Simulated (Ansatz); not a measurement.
`OCC[AsH2]` and `OCCBF` differ in one atom or group.

Ansatz, PBE0-D4/def2-TZVP geometries, multiplicity 1. Each molecule was computed in one conformer, which needn't be the lowest.

Scalar relativity is left out up to krypton.

```json
{"property": "size of the dipole moment (ωB97M-V/def2-TZVPP) / D", "`OCC[AsH2]`": "2.21"}
{"property": "HOMO–LUMO gap (PBE0/def2-TZVPP) / eV", "`OCC[AsH2]`": "7.70"}
{"property": "HOMO energy (PBE0/def2-TZVPP) / eV", "`OCC[AsH2]`": "-7.06"}
{"property": "size of the dipole moment (PBE/def2-TZVPP) / D", "`OCC[AsH2]`": "2.21"}
{"property": "HOMO–LUMO gap (PBE/def2-TZVPP) / eV", "`OCC[AsH2]`": "5.76"}
{"property": "HOMO–LUMO gap (B3LYP/def2-TZVPP) / eV", "`OCC[AsH2]`": "7.23"}
```

Task: Give the same properties after the change, and the shifts. (Estimate.)

Result: The calculation gave: 
```csv
property,`OCCBF`,shift
size of the dipole moment (ωB97M-V/def2-TZVPP) / D,1.68,-0.53
HOMO–LUMO gap (PBE0/def2-TZVPP) / eV,7.23,-0.47
HOMO energy (PBE0/def2-TZVPP) / eV,-7.91,-0.85
size of the dipole moment (PBE/def2-TZVPP) / D,1.52,-0.69
HOMO–LUMO gap (PBE/def2-TZVPP) / eV,4.52,-1.24
HOMO–LUMO gap (B3LYP/def2-TZVPP) / eV,6.71,-0.52
```

With PBE0 the HOMO falls by 0.85 eV and the LUMO falls by 1.34 eV, so the gap narrows by about 0.49 eV. PBE moves the HOMO by -0.31 eV and ωB97M-V by -1.12 eV. Dipoles are sizes alone; their direction can turn.

B3LYP here is the variant with VWN-RPA as its local correlation; programs differ in this.
